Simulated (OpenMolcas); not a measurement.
Re6+: input and output

Input:

```
&GATEWAY
Coord
1

Re 0.0 0.0 0.0
Basis=ANO-R3
Group=XYZ
NoMove
AngMom=0.0 0.0 0.0
AMFI
&SEWARD
&RASSCF
FileOrb=start.orb
Symmetry=1
Spin=2
nActEl=1 0 0
Inactive=15 19
Ras2=5 0
CIRoot=5 5 1
SDav=5
CIMx=300
Iter=120 100
PrWF=0.3
OrbListing=Nothing
MaxOrb=0
Atom
>>> COPY $Project.JobIph JOBPRE
&RASSCF
FileOrb=start.orb
Symmetry=1
Spin=2
nActEl=1 0 0
Inactive=15 19
Ras2=10 0
CIRoot=5 5 1
SDav=10
CIMx=300
Iter=120 100
PrWF=0.3
OrbListing=Nothing
MaxOrb=0
Atom
>>> COPY $Project.JobIph JOB001
&RASSI
NrOfJobIphs=1 5
1 2 3 4 5
IphNames
JOB001
EJob
SpinOrbit
DIPRint=1.0
SOCoupling=1000.0
Subsets=2
MEES
Property=10
'ANGMOM' 1 'ANGMOM' 2 'ANGMOM' 3 'MLTPL  1' 1 'MLTPL  1' 2 'MLTPL  1' 3
'AMFI' 1 'AMFI' 2 'AMFI' 3 'MLTPL  2' 6
SOProperty=3
'ANGMOM' 1 'ANGMOM' 2 'ANGMOM' 3
```

Launched by
```bash
OMP_NUM_THREADS=1 MOLCAS_MEM=2252 MOLCAS_PROJECT=a pymolcas a.inp > a.log  # once for each step of the input, in one work folder
```

A driver script runs the steps one by one and writes start.orb anew before each from the orbitals found so far.

Output, cut to the results:

```
--- SEWARD ---
Basis set label: RE.ANO-R...10S7P6D4F2G1H.

      Electronic valence basis set:
      ------------------
      Associated Effective Charge  75.000000 au
      Associated Actual Charge     75.000000 au
      Nuclear Model: Finite nucleus - Gaussian distribution
        Gaussian exponent, Xi/bohr**(-2):  1.46717E+08

      Shell  nPrim  nBasis  Cartesian Spherical Contaminant
         s      25      10        X
         p      20       7        X
         d      15       6                 X
         f      10       4                 X
         g       4       2                 X
         h       3       1                 X
                  Relativistic X2C integrals
                  Atomic mean-field integrals
--- RASSCF ---
Wave function specifications:
      -----------------------------

      Number of closed shell electrons          68
      Number of electrons in active shells       1
      Max number of holes in RAS1 space          0
      Max nr of electrons in RAS3 space          0
      Number of inactive orbitals               34
      Number of active orbitals                 10
      Number of secondary orbitals              74
      Spin quantum number                      0.5
      State symmetry                             1
Orbital specifications:
      -----------------------

      Symmetry species                           1   2
                                                ag  au
      Frozen orbitals                            0   0
      Inactive orbitals                         15  19
      Active orbitals                           10   0
      RAS1 orbitals                              0   0
      RAS2 orbitals                             10   0
      RAS3 orbitals                              0   0
      Secondary orbitals                        33  41
      Deleted orbitals                           0   0
      Number of basis functions                 58  60
      Number of CSFs                            10
      Number of root(s) required                 5
      Iter CI   SX   CI       RASSCF       Energy    max ROT     max BLB   max BLB  Level Ln srch  Step   QN
          iter iter root      energy       change     param      element    value   shift minimum  type update
 Nr of preliminary CI iterations:   1
 ###############################################################################
 ###############################################################################
 ###                                                                         ###
 ###                                                                         ###
 ###    WARNING: Problems in orbital optimization.                           ###
 ###                                                                         ###
 ###                                                                         ###
 ###############################################################################
 ###############################################################################
  Warning: In symmetry  1, orbital p=  21 has diagonal density matrix element D(p,p) close to zero. D(p,p)=  1.340256E-14
  Warning: In symmetry  1, orbital p=  22 has diagonal density matrix element D(p,p) close to zero. D(p,p)=  1.340267E-14
        ...
  Warning: In symmetry  1, orbital p=  23 has diagonal density matrix element D(p,p) close to zero. D(p,p)=  2.033810E-14
  Warning: In symmetry  1, orbital p=  24 has diagonal density matrix element D(p,p) close to zero. D(p,p)=  2.033881E-14
  Warning: In symmetry  1, orbital p=  25 has diagonal density matrix element D(p,p) close to zero. D(p,p)=  2.033805E-14
        4   1    2    0  -680.80052542    3.64E-12   1.21E-08   15  30 1 -1.90E-07   0.50   0.00    SX    NO
      Convergence after  4 iterations
        5   1    2    0  -680.80052542    3.64E-12   1.21E-08   15  30 1  1.24E-07   0.50   0.00    SX    NO
      Natural orbitals and occupation numbers for root  1
      sym 1:  -0.000000   1.000000   0.000000  -0.000000  -0.000000   0.000000   0.000000   0.000000   0.000000   0.000000
      Natural orbitals and occupation numbers for root  2
      sym 1:  -0.000000  -0.000000  -0.000000   1.000000  -0.000000   0.000000   0.000000   0.000000   0.000000   0.000000
      Natural orbitals and occupation numbers for root  3
      sym 1:  -0.000000   0.000000   0.000000   0.000000   1.000000   0.000000   0.000000   0.000000   0.000000   0.000000
...
--- RASSI ---
SPIN-FREE ENERGIES:
  (Shifted by EMIN (a.u.) =     -16680.8005254241)

 SF State       Relative EMIN(au)   Rel lowest level(eV)    D:o, cm**(-1)      L_eff

     1             0.0000000000        0.0000000000              0.0000         2.0
     2             0.0000000000        0.0000000000              0.0000         2.0
     3             0.0000000000        0.0000000000              0.0000         2.0
     4             0.0000000000        0.0000000000              0.0000         2.0
     5             0.0000000000        0.0000000000              0.0000         2.0
     Dipole printing threshold changed to   1.00000000E+00
Eigenvalues of complex Hamiltonian:
   -----------------------------------
  (Shifted by EMIN (a.u.) =     -16680.8005254241)

 SO State       Relative EMIN(au)   Rel lowest level(eV)    D:o, cm**(-1)     J-value

     1            -0.0293726685        0.0000000000              0.0000         1.1
     2            -0.0293726685        0.0000000000              0.0000         1.3
     3            -0.0293726685        0.0000000000              0.0000         1.2
     4            -0.0293726685        0.0000000000              0.0000         1.0
     5             0.0195817790        1.3321183809          10744.2593         1.7
     6             0.0195817790        1.3321183809          10744.2593         1.9
     7             0.0195817790        1.3321183809          10744.2593         1.7
     8             0.0195817790        1.3321183809          10744.2593         2.3
     9             0.0195817790        1.3321183809          10744.2593         2.3
    10             0.0195817790        1.3321183809          10744.2593         1.9
Weights of the five most important spin-orbit-free states for each spin-orbit state.

 SO State  Total energy (au)           Spin-free states, spin, and weights
 -------------------------------------------------------------------------------------------------------
...
```

The J values that RASSI prints are effective ones from its own formula and need not be integers or half-integers; the table below assigns J from the states.

Levels above the lowest, from the spin-orbit matrix, grouped by J:

```
Configuration  Term    J  E (eV)      g  Term weight %
           5d    2D  3/2  0.0000  0.800            100
           5d    2D  5/2  1.3321  1.200            100
```

With one active electron outside closed inactive shells, the extra shells (6d) add no correlation to the reference. With one active electron the reference holds no correlation, so core polarisation is missing. Levels of configurations outside the active space are missing. The first state left out of the spin-orbit step lies near 330000 cm-1 above the lowest spin-free state of the reference (among the parities and spins computed), and the list stops at four fifths of that energy or lower.

The term weight is that of the spin-free term in the level, not the purity of its configuration.
